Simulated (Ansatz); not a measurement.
`CC1=[C]([AlH2])N1`. Total charge 0; spin multiplicity 1.

Z-matrix (Å, degrees):
```
C
C 1 1.459
H 1 1.090 2 111.5
H 1 1.095 2 110.1 3 -121.5
H 1 1.094 2 109.2 3 121.4
C 2 1.296 1 153.6 3 2.7
N 2 1.426 1 135.6 3 -174.4
Al 6 1.898 2 158.5 1 -5.9
H 7 1.024 2 109.2 1 -81.5
H 8 1.581 6 119.9 2 175.9
H 8 1.584 6 117.4 2 -2.5
```

Question: Give the diagnostics of a CCSD(T)/def2-TZVPP run (frozen core, the Gaussian-basis code of Ansatz). (Estimate.)

Answer: Computed: T1 = 0.0130, largest single amplitude 0.013, largest double 0.047, (T) share of the correlation energy 4.5 %, 11 CCSD cycles. The RHF solution is unstable towards an unrestricted one. T1 lies under the customary mark of 0.02 for closed shells.
